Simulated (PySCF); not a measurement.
CH₈N₂Si₂, SMILES N[Si@H]1NC[SiH2]1. Coordinates come from a PBE-D3(BJ)/def2-SVP optimisation. The structure was generated by enumeration; whether it is a known compound was not checked. Other conformers were not sampled.

**Question.** Give the equilibrium geometry at PBE-D3(BJ)/def2-SVP (PySCF confirms it by a frequency run) as Cartesian coordinates in Å. (An estimate is asked for; the answer gives what the named calculation found.)

**Answer.** This is not unique; one that fits is 
```xyz
13

N      2.0256    -1.0716     0.6491
Si     0.5253    -0.7949    -0.1797
N     -0.8251    -0.5359     0.9081
C     -1.5987     0.6544     0.5202
Si    -0.3973     1.2682    -0.8749
H      2.4221    -0.3738     1.2821
H      2.7512    -1.6479     0.2180
H      0.4791    -1.9607    -1.1431
H     -1.1875    -1.1365     1.6553
H     -1.7261     1.3856     1.3520
H     -2.6150     0.4260     0.1207
H      0.3158     2.5491    -0.5180
H     -1.0437     1.4572    -2.2245
```
Charge 0, spin multiplicity 1.
